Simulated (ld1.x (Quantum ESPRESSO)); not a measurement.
**Plane-wave convergence, ultrasoft potential for Bi**

bismuth (Bi), ultrasoft, made with ld1.x (Quantum ESPRESSO) 7.5 (BLYP, scalar-relativistic). Core [Xe] 4f14, reference 5d10 6s2 6p3. Waves: 6s (bound): rcut 1.70, rcutus 1.95 bohr; 6s channel at 2.05 Ry: rcut 1.70, rcutus 1.95 bohr; 6p (bound): rcut 1.55, rcutus 2.05 bohr; 6p channel at 0.5 Ry: rcut 1.55, rcutus 2.05 bohr; 5d (bound): rcut 0.95, rcutus 1.20 bohr; 5d channel at 3 Ry: rcut 0.95, rcutus 1.20 bohr. Local part: all-electron potential smoothed inside 1.85 bohr (lloc = -1). Core correction: none. Augmentation charge: PSQ, inside the norm-conserving radii.

The pseudo-atom Hamiltonian at the reference potential is diagonalised in spherical Bessel functions j_l(qr) that vanish at 20 bohr, with q² up to the cutoff. All-electron valence levels (Ry): 6s -1.0565, 6p -0.3277, 5d -1.9733.

Task: How do the lowest levels (Ry) of each channel move with the cutoff, and are there ghosts?

Result:

```
cutoff (Ry)     s #1     s #2     p #1     p #2     d #1    f #1  Σ f·Δε (mRy)
          8  -1.0497  -0.0473  -0.3248   0.0171  -0.2441  0.1002       17316.2
         18  -1.0562  -0.0481  -0.5137  -0.3272  -1.1039  0.1002        8697.7
         40  -1.0566  -0.0482  -1.5241  -0.3278  -1.8664  0.1002        1070.1
         60  -1.0566  -0.0482  -1.5300  -0.3278  -1.9656  0.1002          77.9
        110  -1.0566  -0.0482  -1.5307  -0.3278  -1.9730  0.1002           3.9
        180  -1.0566  -0.0482  -1.5308  -0.3278  -1.9734  0.1002           0.6
        400  -1.0566  -0.0482  -1.5308  -0.3278  -1.9734  0.1002           0.0
```

Result: ghost state, extra bound levels that the all-electron valence spectrum of the same l lacks: p at -20.8 eV (a true bound ghost makes a file unfit for plane-wave use); 10 mRy is reached at 80 Ry and 1 mRy at 140 Ry.
